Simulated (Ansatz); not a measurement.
Relaxation of C2H8BrIn (12 atoms, charge 0, multiplicity 1), to a largest force component of 0.03 eV/Å in at most 50 steps.

The calculation used RKS PBE-D4/def2-SVP (Ansatz 0.2.0).

```xyz
12
Properties=species:S:1:pos:R:3
In 0.220 -0.346 -0.227
Br 2.371 0.454 -1.465
C 0.691 -0.879 1.847
C -1.494 -0.319 -1.592
H 0.853 2.354 -0.043
H 0.351 2.616 0.387
H 1.678 -0.446 2.097
H -0.082 -0.490 2.544
H 0.742 -1.982 1.945
H -1.697 -1.353 -1.938
H -2.402 0.080 -1.092
H -1.231 0.311 -2.463
```

Question: Where does it end, and by what steps?

Answer: The run converged. After 8 steps the energy has fallen by 0.118 eV; Br2 moved furthest, 0.39 Å.

```json
{"step": "0", "energy less start (eV)": "0.0000", "largest force component (eV/Å)": "1.794", "accepted": "yes"}
{"step": "1", "energy less start (eV)": "-0.1007", "largest force component (eV/Å)": "0.298", "accepted": "yes"}
{"step": "2", "energy less start (eV)": "-0.0973", "largest force component (eV/Å)": "0.599", "accepted": "no"}
{"step": "3", "energy less start (eV)": "-0.1101", "largest force component (eV/Å)": "0.122", "accepted": "yes"}
{"step": "4", "energy less start (eV)": "-0.1143", "largest force component (eV/Å)": "0.139", "accepted": "yes"}
{"step": "5", "energy less start (eV)": "-0.1167", "largest force component (eV/Å)": "0.057", "accepted": "yes"}
{"step": "6", "energy less start (eV)": "-0.1123", "largest force component (eV/Å)": "0.109", "accepted": "no"}
{"step": "7", "energy less start (eV)": "-0.1175", "largest force component (eV/Å)": "0.042", "accepted": "yes"}
{"step": "8", "energy less start (eV)": "-0.1184", "largest force component (eV/Å)": "0.022", "accepted": "yes"}
```

```xyz
12
Properties=species:S:1:pos:R:3
In 0.297 -0.364 -0.256
Br 2.456 0.084 -1.556
C 0.719 -0.832 1.819
C -1.431 -0.240 -1.562
H 0.678 2.349 -0.006
H 0.047 2.446 0.430
H 1.698 -0.392 2.086
H -0.075 -0.434 2.481
H 0.768 -1.933 1.937
H -1.669 -1.256 -1.939
H -2.309 0.157 -1.018
H -1.179 0.416 -2.417
```

Whether the end is a true minimum wasn't checked by a vibrational analysis.

The run took 24 s on 4 threads of Arm Neoverse N1 (shared host), peak memory 0.19 GiB.
